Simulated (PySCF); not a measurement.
Molfile (atoms numbered from 1):
```
C5H12N2Si
     RDKit          3D

 20 20  0  0  0  0  0  0  0  0999 V2000
   -1.6504    1.8762   -0.6493 C   0  0  0  0  0  0  0  0  0  0  0  0
   -0.5673    0.8767   -0.4761 C   0  0  0  0  0  0  0  0  0  0  0  0
    0.6291    1.1890   -0.1777 N   0  0  0  0  0  0  0  0  0  0  0  0
    1.4210    0.0948   -0.1041 N   0  0  0  0  0  0  0  0  0  0  0  0
    3.0364    0.1836    0.4923 Si  0  0  0  0  0  4  0  0  0  0  0  0
    0.6526   -1.1244   -0.3635 C   0  0  0  0  0  0  0  0  0  0  0  0
   -0.7738   -0.6224   -0.6398 C   0  0  1  0  0  0  0  0  0  0  0  0
   -1.8135   -1.1791    0.3301 C   0  0  0  0  0  0  0  0  0  0  0  0
   -2.4056    1.7595    0.1278 H   0  0  0  0  0  0  0  0  0  0  0  0
   -1.2331    2.8767   -0.5885 H   0  0  0  0  0  0  0  0  0  0  0  0
   -2.1371    1.7433   -1.6152 H   0  0  0  0  0  0  0  0  0  0  0  0
    3.8367   -0.7080   -0.3545 H   0  0  0  0  0  0  0  0  0  0  0  0
    3.3976    1.5871    0.3867 H   0  0  0  0  0  0  0  0  0  0  0  0
    3.1225   -0.3035    1.8786 H   0  0  0  0  0  0  0  0  0  0  0  0
    0.6906   -1.7823    0.5098 H   0  0  0  0  0  0  0  0  0  0  0  0
    1.0909   -1.6545   -1.2133 H   0  0  0  0  0  0  0  0  0  0  0  0
   -1.0871   -0.8471   -1.6653 H   0  0  0  0  0  0  0  0  0  0  0  0
   -1.8632   -2.2631    0.2488 H   0  0  0  0  0  0  0  0  0  0  0  0
   -1.5539   -0.9188    1.3545 H   0  0  0  0  0  0  0  0  0  0  0  0
   -2.7974   -0.7732    0.1060 H   0  0  0  0  0  0  0  0  0  0  0  0
  1  2  1  0
  2  3  2  0
  3  4  1  0
  4  5  1  0
  4  6  1  0
  6  7  1  0
  7  8  1  0
  7  2  1  0
  1  9  1  0
  1 10  1  0
  1 11  1  0
  5 12  1  0
  5 13  1  0
  5 14  1  0
  6 15  1  0
  6 16  1  0
  7 17  1  6
  8 18  1  0
  8 19  1  0
  8 20  1  0
M  END
```

PySCF 2.14.0 with density-fitted response routines calculation with GFN2-xTB geometry and NMR shieldings at PBE0/pcSseg-1/GIAO; a single conformation, averaged over atoms made equivalent by symmetry, fast rotation or ring inversion, isolated molecule, relativity neglected.

Shifts are taken against calculated references (same method and geometry level): TMS for ¹³C and ¹H and ²⁹Si; ¹⁵N vs NH3.

```csv
atoms,nucleus,count,δ (ppm)
N3,¹⁵N,1,?
C8,¹³C,1,21.9
H18/H19/H20,¹H,3,1.18
H15,¹H,1,?
C2,¹³C,1,149.3
H12/H13/H14,¹H,3,4.83
N4,¹⁵N,1,122.6
C1,¹³C,1,15.7
Si5,²⁹Si,1,-56.6
C7,¹³C,1,47.7
H17,¹H,1,?
H16,¹H,1,3.84
H9/H10/H11,¹H,3,?
C6,¹³C,1,58.2
```

Problem. Fill in the missing shifts.

Solution. 
- H17: 3.05 ppm, hydrogen on an sp3 CH in a ring
- H15: 2.95 ppm, hydrogen on an sp3 CH2 bonded to N; its carbon carries N, hence the downfield position
- H9/H10/H11: 1.98 ppm, hydrogen on a methyl carbon
- N3: 376.0 ppm, imine nitrogen

Shifts are as computed. Against solution values, carbons near 30 ppm lie about +3 ppm off and those near 130 ppm about +5 ppm. Of 1211 compounds with measured shifts, 218 miss one by over three times the rms of a fit or turn the order of signals round; such compounds aren't used in these exercises. Experimental scales use liquid or dissolved standards, which lie at an offset from isolated NH3 (liquid NH3: subtract about 20 ppm). Unscaled 15N shifts of sp2 nitrogen come out 20 to 40 ppm too high even then.
